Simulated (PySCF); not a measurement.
Bond stretch in PH, triplet.

Method: CCSD(T) on UHF/cc-pVDZ, 5 core orbitals frozen (PySCF).

Task: Relative to R = 1.43 Å, what are the energies at R = 1.15, 1.21, 1.38, 1.78 Å?

Result: 1.409 eV at 1.15 Å, 0.800 eV at 1.21 Å, 0.043 eV at 1.38 Å, 0.653 eV at 1.78 Å.

The scan ran from 1.15 to 5.77 Å; beyond the distances shown one of the unrestricted levels run for this scan, shown here or not, changes its spin distribution in one step. The unrestricted determinant behind UCCSD(T) is spin-contaminated at 1.91 Å (<S²> up to 2.2, against 2.00 for a pure triplet).
